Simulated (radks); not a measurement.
Values are calculated unless marked as measured or tabulated.
Task: Species: Cs+. Configuration: [Kr] 4d9.5 5s2 5p6 5d0.5 (fractional occupations, a model configuration). Level of theory: Dirac Kohn-Sham, PBEsol, spin-unpolarised, spherical densities, point nucleus; open shells fill j = l - 1/2 first (a radial shooting solver on a logarithmic mesh with Libxc functionals).

Spin-orbit splittings of the eigenvalues, e(l+1/2) - e(l-1/2), with zeta = 2 splitting/(2l+1) and mean radii in bohr:

shell  occ.  splitting (eV)  zeta (eV)  <r> j=l-1/2  <r> j=l+1/2
2p        6           352.0      234.7      0.09405      0.09994
3p        6           67.47      44.98       0.2888       0.3006
3d       10           14.33      5.733       0.2714       0.2751
4p        6           13.92      9.277       0.7183       0.7455
4d      9.5               ?          ?       0.8239       0.8340
5p        6           1.798      1.198        1.952        2.039
5d      0.5          0.1133    0.04530        3.442        3.502
6p        0          0.1714     0.1143        5.864        6.081

Estimate the 4d splitting.

Result: 2.331 eV (zeta = 0.9323 eV).
